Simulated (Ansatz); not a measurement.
CH5AlBClO can be A, `BC[O][AlH][Cl]`, or B, `[CH3][Al]([Cl])[BH]O`.

Isolated molecules relaxed with PBE0-D4/def2-TZVP in Ansatz; ΔE leaves out vibrations. CCSD(T)/CBS adds triple-zeta CCSD(T) − MP2 to the extrapolated MP2 energy (def2 sets, frozen cores). Functionals use def2-TZVPP. B3LYP here is the variant with VWN-RPA as its local correlation; programs differ in this. Each species was taken in one conformer, which may not be the lowest.

A:

```xyz
10

B     0.463   -0.931    1.206
C     1.027    0.034    0.135
O     0.178    1.030   -0.379
Al   -1.333    1.011   -1.103
Cl   -2.180   -0.842   -1.605
H    -0.656   -0.829    1.621
H     1.185   -1.781    1.640
H     1.470   -0.567   -0.678
H     1.908    0.521    0.591
H    -2.063    2.355   -1.428
```

B:

```xyz
10

C    -1.361   -1.441    0.055
Al   -0.343    0.116    0.629
Cl   -1.086    1.098    2.358
B     1.446    0.960   -0.198
O     1.355    1.651   -1.361
H    -2.411   -1.176   -0.106
H    -0.977   -1.885   -0.866
H    -1.351   -2.212    0.833
H     2.536    0.869    0.319
H     2.192    2.019   -1.662
```

Question: Which is lower in electronic energy at CCSD(T)/CBS, and by how much? (Estimate.)

Answer: Computed: B, by 17.1 kcal/mol.

Question: Give E(B) − E(A) in kcal/mol with MP2/def2-TZVPP, B2PLYP, CCSD(T)/def2-TZVPP, CCSD/def2-TZVPP, ωB97M-V, PBE0-D4, B3LYP-D4. (Best estimate.)

Answer: Ansatz gave: MP2/def2-TZVPP -16.5, B2PLYP -16.0, CCSD(T)/def2-TZVPP -16.9, CCSD/def2-TZVPP -16.2, ωB97M-V -15.9, PBE0-D4 -18.7, B3LYP-D4 -15.2. None reverses the order clearly.

Largest T1 diagnostic: 0.012.

The D4 term adds +1.0 kcal/mol with B3LYP and +0.5 kcal/mol with PBE0; it sums over pairs of atoms, weighted by their polarisabilities, and B3LYP, whose exchange is more repulsive, gets the larger term. In def2-TZVPP, CCSD(T) changes the Hartree–Fock value by −5.4 kcal/mol (the triples alone add −0.7 kcal/mol) and MP2 by −5.0 kcal/mol.
